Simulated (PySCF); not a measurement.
H₃OSi, SMILES [OH+]=[SiH2], charge +1. Atoms are numbered in the order given.

```xyz
5

O      0.1051     1.0281     0.0000
Si    -0.0147    -0.5368     0.0000
H     -0.5805     1.7120     0.0000
H     -1.3261    -1.1930     0.0000
H      1.2722    -1.2285     0.0000
```
Charge +1, spin multiplicity 1.

The structure is a stationary point at B3LYP-D3(BJ)/def2-TZVP. The isomer is the one that the SMILES or the coordinates give; other isomers of the formula were not compared.

Computed with PySCF with KT2/pcSseg-2.

GIAO shieldings, no solvent; atoms listed in one row are averaged. δ = σ(ref) − σ: ¹⁷O against H2O (σ = 324.0 ppm); ²⁹Si against TMS (σ = 351.7 ppm); ¹H against TMS (σ = 31.47 ppm), references at their B3LYP-D3(BJ)/def2-TZVP geometries, non-relativistic.

Computed chemical shifts:
```csv
nucleus,atoms,count,δ (ppm)
¹⁷O,O1,1,198.1
²⁹Si,Si2,1,127.9
¹H,H3,1,9.43
¹H,H4,1,7.18
¹H,H5,1,6.95
```
